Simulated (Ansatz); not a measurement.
System: 2-fluoro-1-methylpyrrole, C5H6FN, charge 0, multiplicity 1. SMILES: Cn1cccc1F
Geometry: optimised at B3LYP-D3(BJ)/def2-TZVP (Ansatz, a program for electronic structure).

Wanted: vertical ionisation energy (to the doublet state of charge +1; each state is the SCF solution reached for its spin), in eV. Cores are frozen in the correlated levels unless marked. Open shells are spin-unrestricted. No spin-orbit coupling. Non-relativistic. Basis-set limits of correlation are two-point, X^-3; Hartree-Fock from the larger set. [CCSD(T)-MP2]/basis is that difference in the basis named.

```csv
level,program,vertical ionisation energy (eV)
HF/aug-cc-pVTZ,Ansatz,6.87
PBE/def2-TZVPD,Ansatz,8.04
```

Question: Estimate the value at RI-MP2/CBS(aug-cc-pVTZ,aug-cc-pVQZ)+[CCSD(T)-MP2]/aug-cc-pVTZ as computed with Ansatz.

Answer: 8.30 eV, so PBE/def2-TZVPD differs from it by -0.26 eV.
